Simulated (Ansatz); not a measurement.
Geometry optimisation, RKS PBE/def2-SVP in Ansatz.

Input file:

```yaml
crystal:
  periodic: [false, false, false]
  atoms:
    - { symbol: Zn, position_ang: [0.58795, -1.305644, -0.031402] }
    - { symbol: H, position_ang: [0.13822, -2.585611, 0.698551] }
    - { symbol: C, position_ang: [1.128286, 0.352469, -0.918501] }
    - { symbol: C, position_ang: [0.764902, 1.608979, -0.113987] }
    - { symbol: H, position_ang: [-1.745809, -2.197888, 0.755529] }
    - { symbol: S, position_ang: [-2.918445, -1.522039, 0.568354] }
    - { symbol: H, position_ang: [0.615592, 0.370474, -1.904185] }
    - { symbol: H, position_ang: [2.216644, 0.321931, -1.14593] }
    - { symbol: H, position_ang: [-0.3191, 1.67528, 0.113837] }
    - { symbol: H, position_ang: [1.033734, 2.541536, -0.657837] }
    - { symbol: H, position_ang: [1.302892, 1.655138, 0.855177] }
    - { symbol: H, position_ang: [-2.804865, -0.914425, 1.780495] }
basis:
  gaussian: { orbitals: def2-SVP }
hamiltonian:
  xc: pbe
relax:
  f_tol: 0.03
  max_steps: 50
output:
  orbitals: {}
```

Launched with:

```bash
$ ansatz run input.yaml --threads 2 --pin off --max-ram 3072MiB --backend cpu --events-out ev --progress --plain --runs-dir out
```

Q: Where does it end, and by what steps?

A: It converged. The force dipped under the threshold on the way, but the program's further checks kept it going. After 28 steps the energy has fallen by 0.109 eV; H12 moved furthest, 1.17 Å.

| step | energy less start (eV) | largest force component (eV/Å) | accepted |
| --- | --- | --- | --- |
| 0 | 0.0000 | 0.300 | yes |
| 1 | -0.0235 | 0.122 | yes |
| 2 | -0.0327 | 0.614 | yes |
| 3 | -0.0593 | 0.324 | yes |
| 4 | -0.0744 | 0.332 | yes |
| 5 | -0.0779 | 0.709 | yes |
| 6 | -0.0571 | 0.583 | no |
| 7 | -0.0968 | 0.090 | yes |
| 8 | -0.1001 | 0.049 | yes |
| 9 | -0.0975 | 0.538 | no |
| 10 | -0.1012 | 0.060 | yes |
| 11 | -0.1038 | 0.075 | yes |
| 12 | -0.1044 | 0.152 | yes |
| 13 | -0.1052 | 0.075 | yes |
| 14 | -0.1057 | 0.015 | yes |
| 15 | -0.1063 | 0.048 | yes |
| 16 | -0.1066 | 0.067 | yes |
| 17 | -0.1070 | 0.054 | yes |
| 18 | -0.1075 | 0.031 | yes |
| 19 | -0.1061 | 0.106 | no |
| 20 | -0.1079 | 0.031 | yes |
| 21 | -0.1081 | 0.067 | yes |
| 22 | -0.1085 | 0.044 | yes |
| 23 | -0.1086 | 0.042 | yes |
| 24 | -0.1088 | 0.003 | yes |
| 25 | -0.1089 | 0.107 | yes |
| 26 | -0.1091 | 0.041 | yes |
| 27 | -0.1092 | 0.002 | yes |
| 28 | -0.1094 | 0.018 | yes |

```xyz
12
Properties=species:S:1:pos:R:3
Zn 0.527 -1.514 -0.236
H 0.400 -3.029 0.142
C 1.096 0.285 -0.804
C 0.425 1.484 -0.123
H -2.198 -2.139 1.236
S -2.244 -0.970 0.539
H 0.944 0.344 -1.907
H 2.200 0.339 -0.665
H -0.676 1.490 -0.281
H 0.800 2.461 -0.504
H 0.590 1.493 0.977
H -1.864 -0.243 1.626
```

Whether the end is a true minimum wasn't checked by a vibrational analysis.

Time of the run: 62 s on 2 threads of Intel(R) Xeon(R) Platinum 8559C (Emerald Rapids) (shared host), peak memory 0.18 GiB.
